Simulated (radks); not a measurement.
Numerical settings for the neodymium ion Nd+, [Xe] 4f4 6s1. Method: scalar-relativistic Kohn-Sham, BLYP, spin-polarised, spherical densities, point nucleus; open shells are filled with parallel spins first (spin-orbit coupling, left out, can overturn this in heavy ions); computed with a radial shooting solver on a logarithmic mesh with Libxc functionals. The defaults (mesh step 0.008 in ln r, mesh end at 40 bohr or more with all orbitals vanishing there, Anderson mixing 0.5 over 9 steps, residual threshold near 1e-9 with the energy settled to 1e-9 hartree or 1e-11 of itself, here a cap of 61 iterations) give E = -9624.6414 hartree and 4f at -8.268 eV in 14 iterations. Run on one thread of a shared host, so times are rough (Arm Neoverse N1): 0.36 s of CPU time, 0.36 s wall, 14 iterations on 2648 mesh points. Changes against that run (0 stands for a change within the tolerance of the run):

| setting | iterations | converged | E (mhartree) | e(4f) (meV) | CPU (s) |
|---|---|---|---|---|---|
| mesh step in ln r 0.012 | 14 | yes | 0 | 0 | 0.25 |
| mesh step in ln r 0.08 | 3 | no | diverged | - | 0.09 |
| mesh step in ln r 0.03 | 14 | yes | +0.00638 | 0 | 0.12 |
| mesh end (bohr) 12 | 14 | yes | +0.0386 | +3.34 | 0.34 |
| mesh end (bohr) 1 | 13 | level above zero | +3.26e+05 | +3.9e+05 | 0.4 |
| residual threshold 0.001 | 10 | yes | 0 | -0.333 | 0.29 |
| residual threshold 1e-13 | 22 | yes | 0 | 0 | 0.45 |
| mixing 0.01 | 33 | yes | 0 | 0 | 0.72 |
| linear mixing, mixing 0.5 | 30 | yes | 0 | 0 | 0.59 |
| linear mixing, mixing 0.05 | 61 | no | +1.74 | -220 | 1.3 |
| mixing history 3 | 19 | yes | 0 | 0 | 0.43 |
| iteration cap 3 | 3 | no | +10.3 | -544 | 0.1 |

Settled on a wrong energy, with an occupied level pushed above zero by the early mesh end: mesh end (bohr) 1 (+326 hartree). Apart from these: no run marked as converged misses the energy by more than 1 mhartree. A mesh that ends early acts as a hard wall.
